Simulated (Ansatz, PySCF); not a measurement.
This PySCF input computes a SVWN5/def2-TZVPD energy:

```python
from pyscf import gto, scf, dft

mol = gto.M(
    atom='''
    In    0.10624869    0.36267577    0.24826904
    Cl    2.13723581   -0.64564776   -0.76271963
    Cl   -0.99894795   -1.37131628    1.63950414
    Cl   -1.44453407    0.97160447   -1.59238352
    ''',
    basis='def2-tzvpd',
    ecp='def2-tzvp',
    charge=-1,
    spin=1,
    verbose=4,
)

mf = dft.UKS(mol, xc='svwn').density_fit(auxbasis='def2-universal-jkfit')
mf.grids.level = 3
mf.conv_tol = 1e-9
mf.max_cycle = 100
mf.max_memory = 1500
mf.kernel()
if not mf.converged:
    mf = mf.newton()
    mf.kernel(mf.make_rdm1())
for _ in range(2):
    mo, _, stable, _ = mf.stability(return_status=True)
    if stable:
        break
    mf.kernel(mf.make_rdm1(mo, mf.mo_occ))
mf.analyze()
```

Problem. Write an input for the same energy in Ansatz (an electronic-structure program) and say what it gives.

Solution. 
Ansatz 0.2 input:
```yaml
crystal:
  periodic: [false, false, false]
  atoms:
    - {symbol: In, position_ang: [0.10624869, 0.36267577, 0.24826904]}
    - {symbol: Cl, position_ang: [2.13723581, -0.64564776, -0.76271963]}
    - {symbol: Cl, position_ang: [-0.99894795, -1.37131628, 1.63950414]}
    - {symbol: Cl, position_ang: [-1.44453407, 0.97160447, -1.59238352]}
basis:
  gaussian:
    orbitals: def2-TZVPD
hamiltonian:
  xc: {name: SVWN5}
total_charge: -1
magnetization: {spin_polarized: true, initial_magnetization: 1}
output: {forces: true}
```
It gives -1566.27304 Eh, and PySCF -1566.27311 Eh, a difference of 0.07 mEh, from the treatment of integrals and grids.
